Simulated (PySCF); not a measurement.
Atom-mapped SMILES (the numbers label the heavy atoms): `[CH3:1][Si:2]([CH3:3])([CH3:4])[CH3:5]`; H(Xn) means a hydrogen on atom n.

Geometry: GFN2-xTB; GIAO absolute shieldings from PySCF, gas phase, non-relativistic, averaged over equivalent atoms.

At PBE/6-31++G** (166 basis functions, 20 s wall time on 1 thread of an Intel Xeon, shared host):
```tsv
atoms	σ (ppm)
C1/C3/C4/C5	194.8
Si2	394.2
H(C1)/H(C3)/H(C4)/H(C5)	31.77
```

Question: Estimate the result of repeating the calculation with revPBE/6-311G**.

Answer: 
| atoms | σ at revPBE/6-311G** | change |
| --- | --- | --- |
| C1/C3/C4/C5 | 186.8 | -8.0 |
| Si2 | 341.1 | -53.1 |
| H(C1)/H(C3)/H(C4)/H(C5) | 32.14 | +0.37 |

The largest change is at Si2 (silicon bonded to 4 C). Cost: 170 basis functions, 21 s wall time on 1 thread of an Intel Xeon, shared host.
